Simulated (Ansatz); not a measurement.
Geometry optimisation, RKS PBE/def2-SVP (Ansatz).

Input:

```yaml
crystal:
  periodic: [false, false, false]
  atoms:
    - { symbol: Mg, position_ang: [0.99612, -1.24577, 0.51177] }
    - { symbol: Cl, position_ang: [1.024055, -2.639117, -1.423959] }
    - { symbol: C, position_ang: [1.117417, -0.090071, 2.253547] }
    - { symbol: H, position_ang: [-0.481611, -0.491274, -1.701599] }
    - { symbol: Si, position_ang: [-1.317572, 0.69698, -1.826278] }
    - { symbol: H, position_ang: [1.319977, -0.707568, 3.152792] }
    - { symbol: H, position_ang: [0.199849, 0.502084, 2.443308] }
    - { symbol: H, position_ang: [1.959773, 0.628259, 2.146915] }
    - { symbol: H, position_ang: [-1.018743, 1.411312, -3.116492] }
    - { symbol: H, position_ang: [-2.770792, 0.306754, -1.766898] }
    - { symbol: H, position_ang: [-1.028474, 1.62851, -0.673106] }
basis:
  gaussian: { orbitals: def2-SVP }
hamiltonian:
  xc: pbe
relax:
  f_tol: 0.03
  max_steps: 50
```

Run as:

```bash
$ ansatz run input.yaml --threads 2 --pin off --max-ram 3072MiB --backend cpu --events-out ev --progress --plain --runs-dir out
```

Q: Where does it end, and by what steps?

A: The run converged. The force dipped under the threshold on the way, but the program's further checks kept it going. After 12 steps the energy has fallen by 0.232 eV; H4 moved furthest, 0.64 Å.

```
step  energy less start (eV)  largest force component (eV/Å)  accepted
   0                  0.0000                           1.107       yes
   1                 -0.1607                           0.316       yes
   2                 -0.1880                           0.042       yes
   3                 -0.1952                           0.046       yes
   4                 -0.2092                           0.076       yes
   5                 -0.2205                           0.086       yes
   6                 -0.2231                           0.118       yes
   7                 -0.2277                           0.072       yes
   8                 -0.2294                           0.026       yes
   9                 -0.2301                           0.024       yes
  10                 -0.2307                           0.026       yes
  11                 -0.2300                           0.201        no
  12                 -0.2316                           0.015       yes
```

```xyz
11
Properties=species:S:1:pos:R:3
Mg 1.068 -1.479 0.349
Cl 1.352 -3.099 -1.159
C 0.975 -0.134 1.951
H -0.260 -0.179 -1.189
Si -1.266 0.879 -1.589
H 1.239 -0.614 2.916
H -0.044 0.295 2.061
H 1.674 0.717 1.803
H -0.952 1.310 -2.992
H -2.636 0.271 -1.513
H -1.148 2.033 -0.638
```

Whether the end is a true minimum wasn't checked by a vibrational analysis.

The run took 27 s on 2 threads of Arm Neoverse V1 (shared host), peak memory 0.15 GiB.
